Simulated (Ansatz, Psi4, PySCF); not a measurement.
C$_{3}$H$_{9}$Ga, triplet, geometry from GFN2-xTB (such geometries of metal compounds can be far from the true shape) (a higher spin typed on purpose: for a closed-shell molecule this is an excited state). Base run: HF/STO-3G run with PySCF.

Geometry (Å):
```xyz
13

Ga    -0.2920     0.3325     0.3251
C     -0.8122    -1.7913    -0.3726
H     -0.1015    -2.1238    -1.1183
H     -1.7860    -1.5862    -0.8081
H     -0.8789    -2.4690     0.4693
C      0.0804     1.4891    -1.4363
H      0.5808     0.8427    -2.1601
H      0.7275     2.3416    -1.2233
H     -0.8434     1.8624    -1.8812
C      1.6552    -0.7819     0.8094
H      2.2225     0.0417     1.2333
H      2.0917    -1.1335    -0.1171
H      1.5005    -1.5789     1.5254
```
Charge 0, spin multiplicity 3.
Orbitals are unrestricted.
All else is at PySCF's defaults.

The same geometry, method and basis name were run in Ansatz (an electronic-structure program) and Psi4 and PySCF, at each program's defaults and at the settings that a row names. The base is PySCF at its defaults. Differences at the defaults can come from grids, fitting, cores and function types together.

| code and settings | ΔE vs base (mEh) | basis functions | E (Eh) | SCF cycles | dipole (D) | outcome |
|---|---|---|---|---|---|---|
| PySCF, defaults (exact integrals, spherical functions) | 0.000 | 42 | -2018.37931 | 27 | 0.46 | converged |
| Psi4, defaults (density fitting with its default set, spherical functions) | 1.920 | 42 | -2018.37739 | 25 | 0.50 | converged |
| Ansatz, defaults (factorised integrals, spherical functions) | 0.028 | 42 | -2018.37928 | - | - | converged |
| PySCF, density fitting with def2-universal-jkfit | -0.592 | 42 | -2018.37990 | 27 | 0.46 | converged |
| Psi4, exact integrals, spherical functions | - | 42 | - | - | - | not converged |
| Ansatz, high accuracy | 0.000 | 42 | -2018.37931 | - | - | converged |

Open shells are given as the SCF converged; they aren't shown to be the lowest states, and a large step between rows can be another state.
